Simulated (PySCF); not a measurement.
C2H9BOSi, SMILES CB(C)O[SiH3].

Coordinates come from a r2SCAN-D4/def2-SVP optimisation. The structure was generated by enumeration, and PubChem lists no compound with its InChIKey, so it may never have been made. One conformer was computed; it need not be the lowest.

Two levels are set side by side: PBE/def2-TZVP (PySCF) and PBE0/def2-TZVP (PySCF). Same geometry, gas phase. Differences are taken from unrounded values.

```json
[
 {"quantity": "orbital gap (eV)", "PBE0": "8.29"},
 {"quantity": "highest occupied level (eV)", "PBE0": "-8.08"},
 {"quantity": "lowest empty level (eV)", "PBE0": "0.21"},
 {"quantity": "dipole moment (D)", "PBE0": "0.68"},
 {"quantity": "mean polarisability (bohr³)", "PBE0": "67.4"}
]
```

Q: What does PBE give, and how far is it from PBE0? (The exact figures need the calculation; the answer reports its results.)

A: 
```
quantity                       PBE  PBE minus PBE0
---------------------------  -----  --------------
orbital gap (eV)              5.89           -2.39
highest occupied level (eV)  -6.65            1.43
lowest empty level (eV)      -0.75           -0.97
dipole moment (D)             0.63           -0.05
mean polarisability (bohr³)   70.4             3.0
```

PBE's occupied levels lie high since its potential decays too fast outside the molecule; exact exchange lowers them and widens the gap. Loosely held outer electrons make PBE densities more polarisable. Differences between two approximate levels are no errors against the true value.

Rough cost on one machine, each run with all the roots and properties that it gave: PBE0 against PBE within a factor of 2.
